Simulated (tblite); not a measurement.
A geometry optimisation, step by step.

C₅H₁₁P₂ (charge +1).
SMILES with atom numbers: `[CH3:1][C:2]1=[CH:3][CH2:4][P@@H+:5]([PH2:6])[CH2:7]1` (hydrogens: H8, H9, H10 on C1; H11 on C3; H12, H13 on C4; H14 on P5; H15, H16 on P6; H17, H18 on C7)
Bond orders are those of one Lewis drawing.

Computed with GFN2-xTB (tblite), gas phase: L-BFGS steps from a force-field or distance-geometry start until the largest atomic force falls under 0.01 eV/Å. 10 of its 114 geometries are shown.

Step 0: E = -568.2633 eV, largest atomic force 3.766 eV/Å
```
atom  x, y, z in Å  |  force x, y, z in eV/Å
C1     -2.504    0.166    0.017    0.558   0.133  -0.050
C2     -1.029   -0.196   -0.026   -2.827   0.963   0.834
C3     -0.595   -1.278   -0.570   -1.407  -2.782  -2.113
C4      0.840   -1.547   -0.571    1.344  -1.202   1.008
P5      1.511    0.061   -0.082    1.439   1.089   0.361
P6      2.064    1.254   -1.774   -0.476   0.162  -1.856
C7     -0.037    0.699    0.601    0.317   1.384   0.341
H8     -2.979   -0.194    0.940    0.228   0.242  -0.259
H9     -2.535    1.258   -0.028   -0.493  -0.238   0.050
H10    -3.048   -0.276   -0.833    0.342   0.278   0.414
H11    -1.306   -2.007   -1.070    1.065   0.856   0.644
H12     1.065   -2.285    0.268    0.056   0.460  -0.973
H13     1.230   -1.903   -1.523    0.093  -0.163   0.005
H14     2.527   -0.041    0.876   -0.341  -0.233   0.062
H15     1.526    2.612   -1.546    1.019  -1.094   0.566
H16     3.509    1.270   -1.858   -0.930   0.365   0.814
H17    -0.209    1.726    0.190    0.168  -0.376   0.700
H18    -0.039    0.690    1.712   -0.152   0.154  -0.547
```

Step 13: E = -569.2013 eV, largest atomic force 0.134 eV/Å
```
atom  x, y, z in Å  |  force x, y, z in eV/Å
C1     -2.509    0.200    0.022   -0.009  -0.032   0.003
C2     -1.076   -0.192   -0.049    0.044   0.064  -0.083
C3     -0.597   -1.295   -0.611   -0.024  -0.056   0.024
C4      0.890   -1.548   -0.556   -0.016   0.036   0.018
P5      1.516    0.120   -0.142    0.096  -0.066  -0.067
P6      1.981    1.173   -1.976    0.040   0.037  -0.049
C7     -0.049    0.743    0.565    0.118  -0.009   0.004
H8     -2.950   -0.151    0.952   -0.008  -0.009   0.084
H9     -2.630    1.279   -0.014    0.017   0.001  -0.034
H10    -3.058   -0.252   -0.796   -0.075  -0.009  -0.033
H11    -1.223   -2.041   -1.068   -0.019  -0.013  -0.006
H12     1.146   -2.279    0.222   -0.024   0.067  -0.076
H13     1.284   -1.913   -1.511   -0.019   0.051   0.089
H14     2.472   -0.016    0.853    0.027   0.078   0.020
H15     1.698    2.417   -1.401   -0.015   0.033   0.037
H16     3.349    1.296   -1.709   -0.011  -0.106   0.019
H17    -0.218    1.789    0.287   -0.057  -0.060   0.048
H18    -0.037    0.678    1.657   -0.064  -0.008   0.003
```

Step 25: E = -569.2183 eV, largest atomic force 0.080 eV/Å
```
atom  x, y, z in Å  |  force x, y, z in eV/Å
C1     -2.514    0.197    0.022   -0.009  -0.018   0.000
C2     -1.081   -0.193   -0.078   -0.029   0.024   0.005
C3     -0.597   -1.302   -0.624   -0.051   0.052   0.034
C4      0.892   -1.536   -0.560   -0.053   0.010  -0.003
P5      1.510    0.135   -0.158   -0.009   0.055   0.001
P6      1.980    1.193   -1.984   -0.013   0.037   0.004
C7     -0.058    0.732    0.559   -0.013  -0.008  -0.005
H8     -2.914   -0.126    0.985   -0.003   0.044  -0.034
H9     -2.633    1.277   -0.046   -0.002  -0.076  -0.009
H10    -3.099   -0.276   -0.762    0.009  -0.007   0.038
H11    -1.224   -2.056   -1.068    0.038  -0.008  -0.036
H12     1.142   -2.261    0.221    0.044  -0.023   0.002
H13     1.291   -1.897   -1.511    0.041  -0.023   0.001
H14     2.484    0.075    0.830   -0.025  -0.051   0.008
H15     1.773    2.438   -1.371    0.021  -0.004   0.007
H16     3.350    1.203   -1.701    0.036  -0.033  -0.043
H17    -0.243    1.782    0.319   -0.012  -0.011   0.039
H18    -0.070    0.620    1.649    0.029   0.039  -0.006
```

Step 38: E = -569.2455 eV, largest atomic force 0.145 eV/Å
```
atom  x, y, z in Å  |  force x, y, z in eV/Å
C1     -2.549    0.159    0.035    0.005  -0.005  -0.009
C2     -1.110   -0.208   -0.074   -0.005  -0.020   0.024
C3     -0.597   -1.287   -0.652    0.031  -0.001  -0.017
C4      0.901   -1.480   -0.578   -0.035   0.001   0.004
P5      1.479    0.207   -0.168   -0.067  -0.126   0.027
P6      1.965    1.291   -1.975    0.099   0.065   0.076
C7     -0.102    0.724    0.587   -0.069  -0.024  -0.036
H8     -2.901    0.002    1.056    0.045   0.022  -0.045
H9     -2.693    1.211   -0.206   -0.014  -0.027   0.004
H10    -3.165   -0.440   -0.631    0.077  -0.026   0.021
H11    -1.188   -2.046   -1.142    0.025   0.064   0.055
H12     1.167   -2.177    0.229   -0.008   0.018  -0.114
H13     1.321   -1.859   -1.516   -0.016   0.047   0.086
H14     2.433    0.108    0.835    0.034   0.034   0.003
H15     2.118    2.507   -1.284   -0.011  -0.086  -0.010
H16     3.332    0.966   -1.862   -0.133   0.002  -0.033
H17    -0.348    1.773    0.400    0.073  -0.017   0.053
H18    -0.071    0.555    1.672   -0.031   0.079  -0.087
```

Step 50: E = -569.2693 eV, largest atomic force 0.067 eV/Å
```
atom  x, y, z in Å  |  force x, y, z in eV/Å
C1     -2.561    0.117    0.033   -0.035   0.007  -0.002
C2     -1.112   -0.193   -0.072   -0.031   0.020   0.035
C3     -0.588   -1.255   -0.671   -0.015   0.031   0.015
C4      0.907   -1.437   -0.602    0.022   0.029   0.010
P5      1.462    0.238   -0.134    0.025   0.043   0.009
P6      1.921    1.392   -1.902   -0.005  -0.018   0.043
C7     -0.127    0.745    0.608    0.011  -0.025  -0.020
H8     -2.871    0.123    1.078    0.012   0.002  -0.008
H9     -2.784    1.099   -0.380    0.024  -0.006  -0.011
H10    -3.141   -0.630   -0.498   -0.045   0.024   0.007
H11    -1.181   -2.005   -1.165    0.028  -0.013   0.007
H12     1.177   -2.161    0.173    0.029  -0.059  -0.013
H13     1.338   -1.766   -1.549    0.003  -0.018  -0.024
H14     2.420    0.143    0.868    0.007  -0.005  -0.001
H15     2.438    2.452   -1.146   -0.005   0.009   0.001
H16     3.170    0.769   -2.041   -0.022   0.006   0.001
H17    -0.359    1.799    0.431    0.002  -0.042  -0.028
H18    -0.119    0.579    1.692   -0.006   0.017  -0.020
```

Step 63: E = -569.2741 eV, largest atomic force 0.046 eV/Å
```
atom  x, y, z in Å  |  force x, y, z in eV/Å
C1     -2.558    0.122    0.032   -0.001  -0.002   0.007
C2     -1.111   -0.203   -0.064    0.005  -0.028  -0.026
C3     -0.584   -1.266   -0.657    0.023   0.000   0.007
C4      0.914   -1.444   -0.603    0.001   0.002  -0.003
P5      1.470    0.225   -0.114    0.000   0.001   0.001
P6      1.898    1.393   -1.875   -0.026   0.038   0.000
C7     -0.125    0.743    0.604   -0.002   0.005  -0.002
H8     -2.871    0.143    1.075    0.001   0.003   0.019
H9     -2.763    1.105   -0.390    0.014   0.010  -0.015
H10    -3.154   -0.617   -0.494    0.001  -0.001   0.000
H11    -1.168   -2.023   -1.151   -0.004   0.009   0.025
H12     1.202   -2.195    0.141   -0.005   0.004  -0.020
H13     1.332   -1.744   -1.569   -0.007  -0.012   0.006
H14     2.426    0.128    0.889   -0.019  -0.007  -0.002
H15     2.423    2.455   -1.125    0.003  -0.024  -0.008
H16     3.142    0.776   -2.052    0.034   0.000   0.005
H17    -0.348    1.790    0.385   -0.015   0.014  -0.009
H18    -0.134    0.618    1.691   -0.004  -0.011   0.015
```

Step 75: E = -569.2751 eV, largest atomic force 0.023 eV/Å
```
atom  x, y, z in Å  |  force x, y, z in eV/Å
C1     -2.557    0.122    0.034   -0.002   0.004  -0.001
C2     -1.113   -0.210   -0.064   -0.002   0.014   0.014
C3     -0.583   -1.273   -0.653   -0.006  -0.002   0.006
C4      0.915   -1.442   -0.610    0.003   0.004   0.003
P5      1.467    0.228   -0.116   -0.006   0.003  -0.008
P6      1.902    1.407   -1.869    0.002   0.009   0.004
C7     -0.130    0.744    0.599    0.001  -0.008   0.000
H8     -2.864    0.163    1.078   -0.002   0.004  -0.001
H9     -2.753    1.098   -0.406   -0.012  -0.003   0.000
H10    -3.161   -0.621   -0.477    0.005  -0.006   0.002
H11    -1.170   -2.037   -1.134    0.004  -0.002   0.001
H12     1.213   -2.195    0.128    0.001  -0.003   0.000
H13     1.327   -1.739   -1.579   -0.004   0.007   0.000
H14     2.414    0.124    0.895   -0.005  -0.001  -0.007
H15     2.446    2.454   -1.112    0.000  -0.011  -0.002
H16     3.139    0.775   -2.058    0.009   0.006   0.007
H17    -0.363    1.790    0.379    0.015  -0.016  -0.007
H18    -0.139    0.619    1.687   -0.002   0.000  -0.009
```

Step 88: E = -569.2760 eV, largest atomic force 0.024 eV/Å
```
atom  x, y, z in Å  |  force x, y, z in eV/Å
C1     -2.563    0.116    0.040   -0.008   0.004  -0.004
C2     -1.118   -0.214   -0.057   -0.003   0.007   0.000
C3     -0.590   -1.282   -0.639   -0.005   0.004  -0.003
C4      0.910   -1.441   -0.622   -0.006  -0.010  -0.003
P5      1.465    0.228   -0.125   -0.006  -0.005   0.003
P6      1.926    1.425   -1.859    0.004   0.005  -0.006
C7     -0.132    0.747    0.589    0.001   0.003   0.003
H8     -2.869    0.198    1.082    0.021  -0.006   0.009
H9     -2.765    1.074   -0.436   -0.002   0.013  -0.006
H10    -3.167   -0.646   -0.442    0.002  -0.015   0.002
H11    -1.178   -2.053   -1.106    0.001   0.000  -0.002
H12     1.228   -2.197    0.103   -0.006  -0.007   0.002
H13     1.303   -1.727   -1.601    0.009   0.005  -0.004
H14     2.408    0.115    0.888    0.001  -0.003   0.007
H15     2.473    2.452   -1.078   -0.002   0.000  -0.005
H16     3.160    0.787   -2.048   -0.002   0.001   0.012
H17    -0.360    1.791    0.357   -0.011  -0.005  -0.005
H18    -0.140    0.633    1.677    0.010   0.010   0.000
```

Step 100: E = -569.2768 eV, largest atomic force 0.033 eV/Å
```
atom  x, y, z in Å  |  force x, y, z in eV/Å
C1     -2.564    0.113    0.050   -0.007   0.008  -0.001
C2     -1.118   -0.215   -0.055   -0.017  -0.012  -0.018
C3     -0.597   -1.287   -0.635   -0.003   0.008   0.005
C4      0.903   -1.446   -0.634   -0.003   0.002  -0.003
P5      1.465    0.220   -0.132    0.026  -0.014  -0.015
P6      1.950    1.420   -1.857    0.000  -0.001   0.001
C7     -0.130    0.755    0.572   -0.014  -0.009  -0.004
H8     -2.856    0.213    1.094   -0.003  -0.009  -0.005
H9     -2.775    1.060   -0.443    0.003   0.003   0.005
H10    -3.167   -0.661   -0.413   -0.001   0.001   0.025
H11    -1.191   -2.061   -1.089    0.009   0.003  -0.006
H12     1.226   -2.211    0.080    0.004   0.006   0.003
H13     1.286   -1.723   -1.620    0.007   0.000  -0.004
H14     2.402    0.097    0.885   -0.007   0.002   0.009
H15     2.446    2.461   -1.060    0.004  -0.002  -0.008
H16     3.204    0.811   -2.002    0.009   0.002  -0.001
H17    -0.361    1.793    0.319    0.005   0.018  -0.010
H18    -0.134    0.666    1.662   -0.010  -0.004   0.026
```

Step 113: E = -569.2779 eV, largest atomic force 0.009 eV/Å
```
atom  x, y, z in Å  |  force x, y, z in eV/Å
C1     -2.571    0.101    0.073   -0.003   0.002   0.001
C2     -1.126   -0.217   -0.061    0.003  -0.003   0.003
C3     -0.605   -1.288   -0.642   -0.002   0.005   0.004
C4      0.896   -1.442   -0.658    0.000   0.000   0.001
P5      1.465    0.216   -0.138   -0.003   0.002   0.003
P6      1.999    1.419   -1.848    0.002   0.001   0.002
C7     -0.136    0.765    0.545    0.002   0.005  -0.002
H8     -2.829    0.253    1.121   -0.006  -0.003  -0.006
H9     -2.808    1.020   -0.461    0.002  -0.001   0.006
H10    -3.183   -0.701   -0.327    0.005   0.001   0.004
H11    -1.199   -2.068   -1.087    0.001  -0.001  -0.002
H12     1.226   -2.214    0.044    0.000  -0.002  -0.003
H13     1.271   -1.706   -1.651    0.001   0.004   0.001
H14     2.376    0.078    0.900    0.003  -0.001  -0.003
H15     2.461    2.466   -1.038    0.002  -0.002  -0.002
H16     3.263    0.824   -1.954   -0.002  -0.005   0.004
H17    -0.363    1.797    0.265   -0.007  -0.001  -0.003
H18    -0.147    0.704    1.639    0.001  -0.002  -0.007
```

Question: Summarise the path.

Answer: The energy falls by 23.40 kcal/mol from step 0 to step 113; nine tenths of that is first reached at step 8. It falls at every step. The largest force goes from 3.766 to 0.009 eV/Å. Among the bonds P6–H15 changes most, from 1.478 to 1.402 Å; the atoms move by 0.396 Å rms after alignment.

Question: Follow the three bonds and two angles with the largest change from start to end.

Answer: 
```json
{"step": "0", "E above end (kcal/mol)": "23.40", "largest force (eV/Å)": "3.766", "P6–H15 (Å)": "1.478", "C3–H11 (Å)": "1.134", "C3–C4 (Å)": "1.460", "H15–P6–H16 (°)": "111.2", "P5–P6–H16 (°)": "108.0"}
{"step": "5", "E above end (kcal/mol)": "3.72", "largest force (eV/Å)": "0.548", "P6–H15 (Å)": "1.409", "C3–H11 (Å)": "1.082", "C3–C4 (Å)": "1.505", "H15–P6–H16 (°)": "95.6", "P5–P6–H16 (°)": "95.2"}
{"step": "10", "E above end (kcal/mol)": "2.05", "largest force (eV/Å)": "0.174", "P6–H15 (Å)": "1.400", "C3–H11 (Å)": "1.076", "C3–C4 (Å)": "1.506", "H15–P6–H16 (°)": "91.3", "P5–P6–H16 (°)": "95.9"}
{"step": "15", "E above end (kcal/mol)": "1.63", "largest force (eV/Å)": "0.130", "P6–H15 (Å)": "1.403", "C3–H11 (Å)": "1.076", "C3–C4 (Å)": "1.509", "H15–P6–H16 (°)": "93.3", "P5–P6–H16 (°)": "94.3"}
{"step": "20", "E above end (kcal/mol)": "1.51", "largest force (eV/Å)": "0.108", "P6–H15 (Å)": "1.400", "C3–H11 (Å)": "1.076", "C3–C4 (Å)": "1.509", "H15–P6–H16 (°)": "93.6", "P5–P6–H16 (°)": "93.3"}
{"step": "25", "E above end (kcal/mol)": "1.37", "largest force (eV/Å)": "0.080", "P6–H15 (Å)": "1.402", "C3–H11 (Å)": "1.076", "C3–C4 (Å)": "1.509", "H15–P6–H16 (°)": "92.9", "P5–P6–H16 (°)": "92.6"}
{"step": "29", "E above end (kcal/mol)": "1.24", "largest force (eV/Å)": "0.098", "P6–H15 (Å)": "1.401", "C3–H11 (Å)": "1.078", "C3–C4 (Å)": "1.510", "H15–P6–H16 (°)": "92.8", "P5–P6–H16 (°)": "92.4"}
{"step": "34", "E above end (kcal/mol)": "0.95", "largest force (eV/Å)": "0.118", "P6–H15 (Å)": "1.404", "C3–H11 (Å)": "1.075", "C3–C4 (Å)": "1.510", "H15–P6–H16 (°)": "93.7", "P5–P6–H16 (°)": "92.1"}
{"step": "39", "E above end (kcal/mol)": "0.70", "largest force (eV/Å)": "0.105", "P6–H15 (Å)": "1.405", "C3–H11 (Å)": "1.077", "C3–C4 (Å)": "1.511", "H15–P6–H16 (°)": "93.1", "P5–P6–H16 (°)": "92.0"}
{"step": "44", "E above end (kcal/mol)": "0.48", "largest force (eV/Å)": "0.135", "P6–H15 (Å)": "1.406", "C3–H11 (Å)": "1.076", "C3–C4 (Å)": "1.508", "H15–P6–H16 (°)": "93.4", "P5–P6–H16 (°)": "92.0"}
{"step": "49", "E above end (kcal/mol)": "0.22", "largest force (eV/Å)": "0.071", "P6–H15 (Å)": "1.400", "C3–H11 (Å)": "1.077", "C3–C4 (Å)": "1.509", "H15–P6–H16 (°)": "93.3", "P5–P6–H16 (°)": "91.7"}
{"step": "54", "E above end (kcal/mol)": "0.15", "largest force (eV/Å)": "0.043", "P6–H15 (Å)": "1.401", "C3–H11 (Å)": "1.076", "C3–C4 (Å)": "1.509", "H15–P6–H16 (°)": "93.7", "P5–P6–H16 (°)": "92.1"}
{"step": "59", "E above end (kcal/mol)": "0.11", "largest force (eV/Å)": "0.045", "P6–H15 (Å)": "1.401", "C3–H11 (Å)": "1.076", "C3–C4 (Å)": "1.508", "H15–P6–H16 (°)": "93.3", "P5–P6–H16 (°)": "92.2"}
{"step": "64", "E above end (kcal/mol)": "0.08", "largest force (eV/Å)": "0.044", "P6–H15 (Å)": "1.402", "C3–H11 (Å)": "1.077", "C3–C4 (Å)": "1.510", "H15–P6–H16 (°)": "94.1", "P5–P6–H16 (°)": "92.3"}
{"step": "69", "E above end (kcal/mol)": "0.07", "largest force (eV/Å)": "0.023", "P6–H15 (Å)": "1.401", "C3–H11 (Å)": "1.076", "C3–C4 (Å)": "1.509", "H15–P6–H16 (°)": "93.7", "P5–P6–H16 (°)": "92.3"}
{"step": "74", "E above end (kcal/mol)": "0.07", "largest force (eV/Å)": "0.019", "P6–H15 (Å)": "1.401", "C3–H11 (Å)": "1.076", "C3–C4 (Å)": "1.509", "H15–P6–H16 (°)": "93.8", "P5–P6–H16 (°)": "92.4"}
{"step": "79", "E above end (kcal/mol)": "0.06", "largest force (eV/Å)": "0.013", "P6–H15 (Å)": "1.401", "C3–H11 (Å)": "1.076", "C3–C4 (Å)": "1.509", "H15–P6–H16 (°)": "93.7", "P5–P6–H16 (°)": "92.4"}
{"step": "84", "E above end (kcal/mol)": "0.05", "largest force (eV/Å)": "0.018", "P6–H15 (Å)": "1.401", "C3–H11 (Å)": "1.076", "C3–C4 (Å)": "1.509", "H15–P6–H16 (°)": "93.7", "P5–P6–H16 (°)": "92.4"}
{"step": "88", "E above end (kcal/mol)": "0.04", "largest force (eV/Å)": "0.024", "P6–H15 (Å)": "1.402", "C3–H11 (Å)": "1.076", "C3–C4 (Å)": "1.509", "H15–P6–H16 (°)": "93.7", "P5–P6–H16 (°)": "92.5"}
{"step": "93", "E above end (kcal/mol)": "0.04", "largest force (eV/Å)": "0.025", "P6–H15 (Å)": "1.401", "C3–H11 (Å)": "1.076", "C3–C4 (Å)": "1.509", "H15–P6–H16 (°)": "93.6", "P5–P6–H16 (°)": "92.4"}
{"step": "98", "E above end (kcal/mol)": "0.03", "largest force (eV/Å)": "0.017", "P6–H15 (Å)": "1.402", "C3–H11 (Å)": "1.076", "C3–C4 (Å)": "1.508", "H15–P6–H16 (°)": "93.7", "P5–P6–H16 (°)": "92.4"}
{"step": "103", "E above end (kcal/mol)": "0.01", "largest force (eV/Å)": "0.033", "P6–H15 (Å)": "1.402", "C3–H11 (Å)": "1.076", "C3–C4 (Å)": "1.509", "H15–P6–H16 (°)": "93.8", "P5–P6–H16 (°)": "92.4"}
{"step": "108", "E above end (kcal/mol)": "0.00", "largest force (eV/Å)": "0.016", "P6–H15 (Å)": "1.402", "C3–H11 (Å)": "1.077", "C3–C4 (Å)": "1.509", "H15–P6–H16 (°)": "93.8", "P5–P6–H16 (°)": "92.6"}
{"step": "113", "E above end (kcal/mol)": "0.00", "largest force (eV/Å)": "0.009", "P6–H15 (Å)": "1.402", "C3–H11 (Å)": "1.076", "C3–C4 (Å)": "1.509", "H15–P6–H16 (°)": "93.7", "P5–P6–H16 (°)": "92.7"}
```

Run on one thread, x86-64 server, shared host.
